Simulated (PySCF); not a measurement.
A PySCF script (with the pyscf-properties extension) for the NMR shieldings of SMILES C[Si]1(C)OC(=O)C(=O)O1, C$_{4}$H$_{6}$O$_{4}$Si, on a GFN2-xTB geometry:

```python
import basis_set_exchange as bse
import numpy as np
from pyscf import gto, dft
from pyscf.prop import nmr

atoms = """
C    -1.331671   -1.347554   -0.853365
Si   -0.332695    0.021992   -0.019889
C    -1.227809    1.529237    0.683806
O     0.700983   -0.629249    1.123795
C     1.990781   -0.505894    0.811477
O     2.889723   -0.897540    1.487297
C     2.127923    0.215309   -0.545144
O     3.150885    0.472661   -1.097928
O     0.918130    0.513595   -1.017143
H    -2.048813   -1.774706   -0.159979
H    -1.887074   -0.954866   -1.698923
H    -0.697310   -2.153853   -1.216226
H    -0.538632    2.241362    1.133376
H    -1.942441    1.232038    1.444308
H    -1.776394    2.045458   -0.097372
"""
names = dict.fromkeys(["C", "Si", "O", "H"], "pcSseg-1")
basis = {el: gto.basis.parse(bse.get_basis(n, elements=[el], fmt="nwchem")) for el, n in names.items()}
mol = gto.M(atom=atoms, basis=basis, charge=0, verbose=0)
mf = dft.RKS(mol, xc="PBE0")
mf.grids.level = 2
mf.grids.alignment = dft.numint.BLKSIZE   # the property module wants whole blocks of grid points
mf.conv_tol = 1e-9
mf.kernel()

calc = nmr.RKS(mf)   # GIAO
C = mf.mo_coeff
Co = C[:, mf.mo_occ > 0]
resp = mf.gen_response(singlet=True, hermi=2)
def vind(x):   # induced exchange potential for any number of trial vectors
    d = np.einsum("pi,xij,qj->xpq", C, 2 * x.reshape(-1, C.shape[1], Co.shape[1]), Co, optimize=True)
    return np.einsum("xpq,pi,qj->xij", resp(d - d.transpose(0, 2, 1)), C, Co, optimize=True).ravel()
mo1, _ = nmr.rhf.solve_mo1(calc, with_cphf=vind)
sigma = calc.kernel(mo1)
for i, s in enumerate(sigma):   # ppm
    w = np.linalg.eigvalsh((s + s.T) / 2)
    print("%2d %-2s iso %8.1f  s11 %8.1f  s22 %8.1f  s33 %8.1f" % (i, mol.atom_pure_symbol(i), w.mean(), *w))
```

Q: Give the expected output.

A: 
```
 0 C  iso    185.2  s11    177.2  s22    180.9  s33    197.6
 1 Si iso    325.4  s11    251.5  s22    302.7  s33    422.0
 2 C  iso    185.2  s11    177.1  s22    180.9  s33    197.6
 3 O  iso    116.3  s11    -68.7  s22    180.0  s33    237.5
 4 C  iso     29.4  s11    -70.1  s22     63.5  s33     94.9
 5 O  iso   -132.3  s11   -427.7  s22   -298.6  s33    329.4
 6 C  iso     29.4  s11    -70.1  s22     63.5  s33     94.9
 7 O  iso   -132.1  s11   -427.5  s22   -298.4  s33    329.6
 8 O  iso    116.1  s11    -69.0  s22    180.0  s33    237.5
 9 H  iso     31.1  s11     27.0  s22     28.4  s33     38.1
10 H  iso     31.1  s11     27.0  s22     28.4  s33     38.1
11 H  iso     31.1  s11     26.4  s22     28.6  s33     38.2
12 H  iso     31.1  s11     26.4  s22     28.6  s33     38.2
13 H  iso     31.1  s11     27.0  s22     28.4  s33     38.1
14 H  iso     31.1  s11     27.0  s22     28.4  s33     38.1
```

These numbers come from an equivalent density-fitted implementation of the same equations, which agrees with the script to about 0.01 ppm for H and up to a few tenths of a ppm for heavy atoms, so last digits may differ.

Q: Turn these shieldings into chemical shifts. Scale: $^{13}$C (186.93 ppm), $^{29}$Si (349.16 ppm), $^{1}$H (31.72 ppm) against TMS; $^{17}$O (336.08 ppm) against H2O (reference shieldings calculated alike).

A: Averaging equivalent atoms: C 4/6: 157.5; C 0/2: 1.7; Si 1: 23.8; O 5/7: 468.3; O 3/8: 219.9; H 9/10/11/12/13/14: 0.59 ppm. Unscaled 17O shifts of doubly bonded oxygen tend to come out too high, by tens of ppm or more. Experimental scales use liquid or dissolved standards, which lie at an offset from isolated H2O (liquid H2O: subtract about 36 ppm).

Size and cost of the density-fitted run: 190 basis functions, about 80 core-seconds.
